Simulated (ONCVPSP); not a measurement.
# How hard is this promethium ONCV potential?

promethium, optimised norm-conserving Vanderbilt (ONCV), made with ONCVPSP 4.0.1 (PBE, scalar-relativistic). Core [Kr] 4d10, reference 4f5 5s2 5p6 6s0.5 (charge +1.5). Waves: 5s+6s: rc 2.65 bohr, ncon 4, nbas 9, qcut 4.3 1/bohr, 2 projectors; 5p: rc 2.20 bohr, ncon 4, nbas 8, qcut 5.8 1/bohr, 2 projectors, debl 2.7 Ha; d scattering state at 0.03 Ha: rc 2.35 bohr, ncon 4, nbas 7, qcut 3.7 1/bohr, 2 projectors, debl 3.4 Ha; 4f: rc 0.95 bohr, ncon 4, nbas 9, qcut 19.8 1/bohr, 2 projectors, debl 1.4 Ha. Local part: polynomial inside 0.85 bohr (lpopt 5, dvloc0 0 Ha). Core correction: none.

In the d channel the program set the typed energies aside and used 0.050, 3.450 Ha.

Question: For each optimised wave give the share of its norm inside rc, the residual kinetic energy above qcut (Ha) and the cutoffs (Ha) for errors of 10, 1, 0.1 and 0.01 mHa per electron.

Answer:

| wave | norm inside rc | residual KE | 10 mHa | 1 mHa | 0.1 mHa | 0.01 mHa |
| --- | --- | --- | --- | --- | --- | --- |
| 5s | 0.982 | 4.0e-06 | 2.4 | 4.4 | 7.0 | 8.9 |
| 6s | 0.153 | 1.9e-05 | 2.2 | 5.5 | 7.9 | 12.1 |
| 5p | 0.826 | 3.8e-06 | 4.4 | 10.6 | 13.6 | 16.1 |
| p projector 2 | 0.125 | 6.2e-05 | 5.8 | 12.4 | 16.3 | 35.7 |
| d projector 1 | 0.166 | 8.2e-04 | 4.8 | 6.7 | 13.4 | 27.8 |
| d projector 2 | 0.132 | 5.8e-02 | 7.8 | 9.5 | 19.8 | 30.3 |
| 4f | 0.555 | 2.2e-06 | 125.0 | 146.7 | 163.4 | 178.6 |
| f projector 2 | 0.088 | 9.7e-08 | 111.8 | 136.8 | 156.9 | 173.2 |

The occupied waves need 147 Ha and 163 Ha for 1 and 0.1 mHa. Note: ghosts flagged at negative energy: s at -308.7 eV, p at -68.7 eV; GHOST(+) flagged for d at 157.8 eV. A true bound ghost makes a file unfit for plane-wave use. Tests left out (the all-electron energies of this program are off by 10 to 40 meV for near-neutral 4f atoms).
